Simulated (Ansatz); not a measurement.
This geometry of FH$_{2}$SeSi (5 atoms, charge 0, multiplicity 2) is a first-order saddle point.

All numbers below come from UKS PBE/def2-SVP (Ansatz 0.2.0).

```xyz
5
Properties=species:S:1:pos:R:3
F -0.008 -1.742 0.962
Si -0.474 -0.453 0.051
Se 0.478 1.532 0.356
H -1.606 -0.789 -0.848
H 1.660 1.379 -0.563
```

Question: Which two structures does it join? (They come from a converged band through this point; their orientation in space is the band's.)

Answer: No bond is made or broken. The height of Si2 over the plane of its neighbours goes from -0.64 to 0.64 Å. The two ends are copies of one structure, up to a mirror image or an exchange of like atoms.

Image 0:

```xyz
5
Properties=species:S:1:pos:R:3
F -0.579 -1.484 1.327
Si -0.695 -0.211 0.290
Se 1.412 0.735 0.242
H -1.046 -0.783 -1.077
H 0.958 1.670 -0.823
```

Image 8:

```xyz
5
Properties=species:S:1:pos:R:3
F -0.274 -1.701 1.157
Si 0.092 -0.784 -0.159
Se 0.629 1.299 0.678
H -1.169 -0.703 -1.008
H 0.772 1.815 -0.709
```

Question: How far does it lie above each of them?

Answer: 0.60 eV above the first and 0.60 eV above the second. This is the barrier of this one path; another mechanism may lie lower.

Run time: 7.1 min on 1 thread of Arm Neoverse V2, with other jobs on the host, peak memory 0.14 GiB.
